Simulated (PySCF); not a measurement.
## Calculated data, AlBClFH, AlB2FH3, BFH3Si, BF3H and others

Calculation on a computer-drawn molecule: the log of a Hartree-Fock and frozen-core CCSD(T) single point meant for a local Hartree-Fock minimum, with one planted fault or none, to be diagnosed. Offsets are logged minus clean, where the clean run is the same molecule without the fault. The reference is restricted for singlets and unrestricted otherwise, and also for a bond in bohr or an excited solution. Adding or removing an electron swaps singlet and doublet. The excited solution moves the top pair (singlet) or top alpha electron (doublet) to the lowest empty orbital. Highest occupied and lowest empty are orbital energies over both spins, largest force is the largest gradient component, triples share is (T) over the correlation energy, the T1 limit is 0.02 restricted and 0.045 unrestricted, electrons count all cores, a negative frequency is imaginary (commonest isotopes), and the dipole is about the centre of nuclear charge. Program: PySCF 2.14.0.

Common to all runs: meant multiplicity 1; logged SCF converged yes; possible faults no fault, one electron removed, one electron added, multiplicity raised by two, geometry at a saddle point, SCF held on an excited solution, minimal basis STO-3G, one bond length entered in bohr, all coordinates scaled.

(1) 
```xyz
5
formula=AlBClFH meant_charge=1 meant_basis=cc-pV(D+d)Z logged_electrons=43 logged_basis_functions=79 logged_spin_squared=0.7598 logged_highest_occupied=-23.681 logged_lowest_empty=-14.561 logged_largest_force=0.069646 logged_T1_diagnostic=0.032279 logged_D1_diagnostic=0.16998 logged_triples_share=0.024701 logged_CC_converged=yes logged_dipole_magnitude=2.1834 logged_SCF_stable_within_its_kind=yes logged_energy_HF=-825.36649 logged_energy_CCSD(T)=-825.82256 planted_fault=one_electron_removed HF_energy_offset_from_clean_run=368.2 CCSD(T)_energy_offset_from_clean_run=383.4
F     -1.2499    -3.1777    -1.8100
B     -1.2616    -2.0737    -1.2750
Al    -1.3171    -0.0514    -0.2355
Cl    -2.3604    -0.3595     1.5001
H     -0.5954     1.0641    -1.0166
```

Units: logged_highest_occupied, logged_lowest_empty in eV; logged_largest_force in hartree/bohr; logged_dipole_magnitude in debye; logged_energy_HF, logged_energy_CCSD(T) in hartree; HF_energy_offset_from_clean_run, CCSD(T)_energy_offset_from_clean_run in kcal/mol.

Drawn bonds:
| atom | other atom | order |
| --- | --- | --- |
| 1 | 2 | 1 |
| 2 | 3 | 1 |
| 3 | 4 | 1 |
| 3 | 5 | 1 |

(2) 
```xyz
5
formula=AlBClFH meant_charge=1 meant_basis=cc-pV(D+d)Z logged_electrons=44 logged_basis_functions=79 logged_spin_squared=0 logged_highest_occupied=-17.461 logged_lowest_empty=-5.2771 logged_largest_force=2.441e-05 logged_lowest_frequency=88.757 logged_T1_diagnostic=0.016244 logged_D1_diagnostic=0.04245 logged_triples_share=0.023817 logged_CC_converged=yes logged_dipole_magnitude=4.8539 logged_SCF_stable_within_its_kind=yes logged_energy_HF=-825.95334 logged_energy_CCSD(T)=-826.43356 planted_fault=no_fault HF_energy_offset_from_clean_run=0 CCSD(T)_energy_offset_from_clean_run=0
F     -1.2499    -3.1777    -1.8100
B     -1.2616    -2.0737    -1.2750
Al    -1.3171    -0.0514    -0.2355
Cl    -2.3604    -0.3595     1.5001
H     -0.5954     1.0641    -1.0166
```

Units: logged_highest_occupied, logged_lowest_empty in eV; logged_largest_force in hartree/bohr; logged_lowest_frequency in cm⁻¹; logged_dipole_magnitude in debye; logged_energy_HF, logged_energy_CCSD(T) in hartree; HF_energy_offset_from_clean_run, CCSD(T)_energy_offset_from_clean_run in kcal/mol.

Drawn bonds:
| atom | other atom | order |
| --- | --- | --- |
| 1 | 2 | 1 |
| 2 | 3 | 1 |
| 3 | 4 | 1 |
| 3 | 5 | 1 |

(3) 
```xyz
7
formula=AlB2FH3 meant_charge=1 meant_basis=cc-pV(D+d)Z logged_electrons=34 logged_basis_functions=80 logged_spin_squared=0 logged_highest_occupied=-15.945 logged_lowest_empty=-5.8794 logged_largest_force=0.056712 logged_T1_diagnostic=0.017256 logged_D1_diagnostic=0.045455 logged_triples_share=0.023379 logged_CC_converged=yes logged_dipole_magnitude=2.8242 logged_SCF_stable_within_its_kind=yes logged_energy_HF=-392.17244 logged_energy_CCSD(T)=-392.60213 planted_fault=all_coordinates_scaled,by_-3.8_% HF_energy_offset_from_clean_run=5.649 CCSD(T)_energy_offset_from_clean_run=7.401
F     -1.7006     2.5807    -4.5220
B     -0.7838     2.0689    -3.9805
B      0.4310     1.3825    -3.1203
Al     0.5383     1.2025    -1.0075
H      1.2662     0.9853    -3.8038
H      1.2101     2.3640    -0.3294
H     -0.0624    -0.0671    -0.4717
```

Units: logged_highest_occupied, logged_lowest_empty in eV; logged_largest_force in hartree/bohr; logged_dipole_magnitude in debye; logged_energy_HF, logged_energy_CCSD(T) in hartree; HF_energy_offset_from_clean_run, CCSD(T)_energy_offset_from_clean_run in kcal/mol.

Drawn bonds:
| atom | other atom | order |
| --- | --- | --- |
| 1 | 2 | 1 |
| 2 | 3 | 1 |
| 3 | 4 | 1 |
| 3 | 5 | 1 |
| 4 | 6 | 1 |
| 4 | 7 | 1 |

(4) 
```xyz
7
formula=AlB2FH3 meant_charge=1 meant_basis=cc-pV(D+d)Z logged_electrons=34 logged_basis_functions=80 logged_spin_squared=2.0165 logged_highest_occupied=-14.407 logged_lowest_empty=-6.6875 logged_largest_force=0.071624 logged_T1_diagnostic=0.019767 logged_D1_diagnostic=0.064533 logged_triples_share=0.024696 logged_CC_converged=yes logged_dipole_magnitude=1.1462 logged_SCF_stable_within_its_kind=yes logged_energy_HF=-392.13459 logged_energy_CCSD(T)=-392.55501 planted_fault=multiplicity_raised_by_two HF_energy_offset_from_clean_run=29.4 CCSD(T)_energy_offset_from_clean_run=36.97
F     -1.7677     2.6827    -4.7006
B     -0.8148     2.1507    -4.1377
B      0.4480     1.4371    -3.2435
Al     0.5596     1.2500    -1.0473
H      1.3162     1.0242    -3.9540
H      1.2579     2.4573    -0.3424
H     -0.0649    -0.0698    -0.4903
```

Units: logged_highest_occupied, logged_lowest_empty in eV; logged_largest_force in hartree/bohr; logged_dipole_magnitude in debye; logged_energy_HF, logged_energy_CCSD(T) in hartree; HF_energy_offset_from_clean_run, CCSD(T)_energy_offset_from_clean_run in kcal/mol.

Drawn bonds:
| atom | other atom | order |
| --- | --- | --- |
| 1 | 2 | 1 |
| 2 | 3 | 1 |
| 3 | 4 | 1 |
| 3 | 5 | 1 |
| 4 | 6 | 1 |
| 4 | 7 | 1 |

(5) 
```xyz
6
formula=BFH3Si meant_charge=1 meant_basis=cc-pV(D+d)Z logged_electrons=31 logged_basis_functions=66 logged_spin_squared=0.7704 logged_highest_occupied=-6.1901 logged_lowest_empty=2.6126 logged_largest_force=0.10744 logged_T1_diagnostic=0.016849 logged_D1_diagnostic=0.041379 logged_triples_share=0.021585 logged_CC_converged=yes logged_dipole_magnitude=1.6079 logged_SCF_stable_within_its_kind=yes logged_energy_HF=-414.73922 logged_energy_CCSD(T)=-415.13335 planted_fault=one_electron_added HF_energy_offset_from_clean_run=-120.1 CCSD(T)_energy_offset_from_clean_run=-124.1
F      1.0931    -2.4259     1.4564
B      0.1060    -1.7072     1.3614
Si    -1.5944    -0.4692     1.1973
H     -1.7239     0.0197     2.5729
H     -2.6055    -1.4322     0.7521
H     -1.1418     0.5055     0.2007
```

Units: logged_highest_occupied, logged_lowest_empty in eV; logged_largest_force in hartree/bohr; logged_dipole_magnitude in debye; logged_energy_HF, logged_energy_CCSD(T) in hartree; HF_energy_offset_from_clean_run, CCSD(T)_energy_offset_from_clean_run in kcal/mol.

Drawn bonds:
| atom | other atom | order |
| --- | --- | --- |
| 1 | 2 | 1 |
| 2 | 3 | 1 |
| 3 | 4 | 1 |
| 3 | 5 | 1 |
| 3 | 6 | 1 |

(6) 
```xyz
5
formula=BF3H meant_charge=-1 meant_basis=aug-cc-pVDZ logged_electrons=34 logged_basis_functions=101 logged_spin_squared=0 logged_highest_occupied=-7.3842 logged_lowest_empty=4.8572 logged_largest_force=0.062131 logged_T1_diagnostic=0.015857 logged_D1_diagnostic=0.035924 logged_triples_share=0.025128 logged_CC_converged=yes logged_dipole_magnitude=0.20103 logged_SCF_stable_within_its_kind=yes logged_energy_HF=-323.79353 logged_energy_CCSD(T)=-324.56039 planted_fault=all_coordinates_scaled,by_+8.7_% HF_energy_offset_from_clean_run=18.47 CCSD(T)_energy_offset_from_clean_run=9.911
F     -0.0413    -0.4124    -0.8102
B      1.4952    -0.3579    -0.9736
F      1.8312     0.7963    -1.9458
F      2.1098    -0.0164     0.4034
H      1.9698    -1.5257    -1.4338
```

Units: logged_highest_occupied, logged_lowest_empty in eV; logged_largest_force in hartree/bohr; logged_dipole_magnitude in debye; logged_energy_HF, logged_energy_CCSD(T) in hartree; HF_energy_offset_from_clean_run, CCSD(T)_energy_offset_from_clean_run in kcal/mol.

Drawn bonds:
| atom | other atom | order |
| --- | --- | --- |
| 1 | 2 | 1 |
| 2 | 3 | 1 |
| 2 | 4 | 1 |
| 2 | 5 | 1 |

(7) 
```xyz
7
formula=B2ClFH3 meant_charge=-1 meant_basis=aug-cc-pV(D+d)Z logged_electrons=39 logged_basis_functions=128 logged_spin_squared=0.7619 logged_highest_occupied=-12.339 logged_lowest_empty=-2.2245 logged_largest_force=0.1243 logged_T1_diagnostic=0.024936 logged_D1_diagnostic=0.13686 logged_triples_share=0.032467 logged_CC_converged=yes logged_dipole_magnitude=2.2431 logged_SCF_stable_within_its_kind=yes logged_energy_HF=-610.02372 logged_energy_CCSD(T)=-610.62373
F      1.1862    -0.2383     1.3454
B      0.3664     0.9467     1.0246
B     -1.2187     0.4879     0.5409
Cl    -2.4798     1.7595     0.0690
H      0.9034     1.5888     0.1023
H      0.2856     1.6821     2.0269
H     -1.7205    -0.6070     0.4399
```

Units: logged_highest_occupied, logged_lowest_empty in eV; logged_largest_force in hartree/bohr; logged_dipole_magnitude in debye; logged_energy_HF, logged_energy_CCSD(T) in hartree.

Drawn bonds:
| atom | other atom | order |
| --- | --- | --- |
| 1 | 2 | 1 |
| 2 | 3 | 1 |
| 3 | 4 | 1 |
| 2 | 5 | 1 |
| 2 | 6 | 1 |
| 3 | 7 | 1 |

(8) 
```xyz
7
formula=AlBF2H3 meant_charge=-1 meant_basis=aug-cc-pV(D+d)Z logged_electrons=40 logged_basis_functions=128 logged_spin_squared=0 logged_highest_occupied=0.66846 logged_lowest_empty=-3.8191 logged_largest_force=0.15814 logged_CC_converged=no logged_dipole_magnitude=8.9389 logged_SCF_stable_within_its_kind=no logged_energy_HF=-466.93317
F     -2.5929     2.2344    -1.3562
B     -1.6766     1.1004    -1.1966
Al    -1.9887     0.1555     0.7624
F     -1.1177    -1.1943     1.3009
H     -1.8815     0.2521    -2.0751
H     -0.5005     1.4829    -1.2614
H     -3.0036     0.4900     2.0022
```

Units: logged_highest_occupied, logged_lowest_empty in eV; logged_largest_force in hartree/bohr; logged_dipole_magnitude in debye; logged_energy_HF in hartree.

Drawn bonds:
| atom | other atom | order |
| --- | --- | --- |
| 1 | 2 | 1 |
| 2 | 3 | 1 |
| 3 | 4 | 1 |
| 2 | 5 | 1 |
| 2 | 6 | 1 |
| 3 | 7 | 1 |

Notes: CCSD not converged; highest electron not bound in this basis.

To be estimated
1. Which fault was planted in the run of B2ClFH3 (entry 7)?
2. Which fault was planted in the run of AlBF2H3 (entry 8)?

## Answers
1. one electron removed
2. SCF held on an excited solution

Further results for B2ClFH3 (entry 7):

```
HF energy offset from clean run      : 84.1 kcal/mol
CCSD(T) energy offset from clean run : 94.41 kcal/mol
```

Further results for AlBF2H3 (entry 8):

```
HF energy offset from clean run : 278.4 kcal/mol
```
